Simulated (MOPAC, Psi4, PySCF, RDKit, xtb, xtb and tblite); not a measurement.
Conformational energy of SMILES CO/C=C\[SiH3] (C3H8OSi). Scanned: dihedral C1–O2–C3–C4; all other coordinates were relaxed at GFN2-xTB. Points at φ and −φ are mirror images.

Geometry of the scan point at 40° (Å):
```
13

C      2.1270     0.7391     0.3862
O      0.7778     0.4485     0.0969
C      0.4679    -0.7599    -0.4355
C      0.9483    -1.9705    -0.1579
Si     2.2959    -2.5183     1.0294
H      2.1930     1.8258     0.4398
H      2.4434     0.3131     1.3421
H      2.7844     0.3688    -0.4039
H     -0.3851    -0.6415    -1.0999
H      0.4752    -2.7716    -0.7106
H      2.0353    -2.0365     2.3908
H      3.6242    -2.0544     0.6090
H      2.2823    -3.9825     1.0351
```

Methods: GFN2-xTB (xtb and tblite); MMFF94 // GFN2-xTB (RDKit); PBE0/def2-TZVP // GFN2-xTB (Psi4); PBE0-D3(BJ)/def2-TZVP // GFN2-xTB (Psi4); PBE/def2-TZVP // GFN2-xTB (Psi4); PBE-D3(BJ)/def2-TZVP // GFN2-xTB (Psi4); MP2/cc-pVTZ = DF-MP2 (frozen core)/cc-pVTZ // GFN2-xTB (Psi4 1.11); HF/cc-pVTZ // GFN2-xTB (Psi4); UFF // GFN2-xTB (RDKit); PM7, restricted, heats of formation // GFN2-xTB (MOPAC); AM1, restricted, heats of formation // GFN2-xTB (MOPAC); GFN1-xTB // GFN2-xTB (xtb); RKS-B3LYP/6-31G* = PySCF with restricted B3LYP/6-31G*, spherical d // GFN2-xTB; RKS-M06-2X/6-31G* = PySCF with restricted M06-2X/6-31G*, spherical d // GFN2-xTB; RKS-B3LYP/3-21G = restricted B3LYP/3-21G // GFN2-xTB (PySCF); RKS-B3LYP/LANL2DZ = PySCF with restricted B3LYP/LANL2DZ, with its core potentials past Ne // GFN2-xTB.

Least-squares fit of E(φ) = a0 + Σ (a_n cos nφ + b_n sin nφ), n = 1 to 4, to the 18 scan points, in kJ/mol above the lowest point of each profile (levels whose profile four harmonics don't fit are not listed):

```
method                    a0     a1    b1      a2    b2     a3    b3     a4    b4  rms of fit
---------------------  -----  -----  ----  ------  ----  -----  ----  -----  ----  ----------
GFN2-xTB               10.17   3.45  0.00   -9.53  0.00  -2.38  0.00   0.46  0.00        0.35
MMFF94                 14.08   8.98  0.00   -6.69  0.00  -2.12  0.00  -0.57  0.00        0.72
PBE0/def2-TZVP         12.04   5.46  0.00   -9.93  0.00  -2.87  0.00   0.48  0.00        0.17
PBE0-D3(BJ)/def2-TZVP  10.57   4.28  0.00   -9.62  0.00  -2.93  0.00   0.43  0.00        0.21
PBE/def2-TZVP          12.64   5.11  0.00  -10.98  0.00  -2.69  0.00   0.80  0.00        0.13
PBE-D3(BJ)/def2-TZVP   11.06   3.80  0.00  -10.67  0.00  -2.75  0.00   0.73  0.00        0.18
MP2/cc-pVTZ            10.73   6.03  0.00   -8.11  0.00  -3.45  0.00   0.08  0.00        0.36
HF/cc-pVTZ             12.21   8.75  0.00   -6.41  0.00  -2.93  0.00  -0.02  0.00        0.15
UFF                    39.80  29.27  0.00   -5.78  0.00   3.64  0.00  -1.03  0.00        0.68
PM7                    13.51   9.61  0.00   -5.25  0.00  -1.24  0.00   0.29  0.00        0.48
AM1                     5.40   0.49  0.00   -5.77  0.00   0.08  0.00   1.11  0.00        0.81
GFN1-xTB               10.75   2.23  0.00  -10.87  0.00  -3.10  0.00   0.57  0.00        0.29
RKS-B3LYP/6-31G*       12.40   7.10  0.00   -8.99  0.00  -3.17  0.00   0.60  0.00        0.27
RKS-M06-2X/6-31G*       9.36   4.94  0.00   -7.74  0.00  -3.42  0.00   0.02  0.00        0.39
RKS-B3LYP/3-21G        12.47   9.58  0.00   -7.09  0.00  -4.08  0.00   0.47  0.00        0.74
RKS-B3LYP/LANL2DZ      11.39   4.82  0.00   -9.13  0.00  -1.77  0.00   0.67  0.00        0.08
```

MMFF94 has few fitted parameters for silicon.
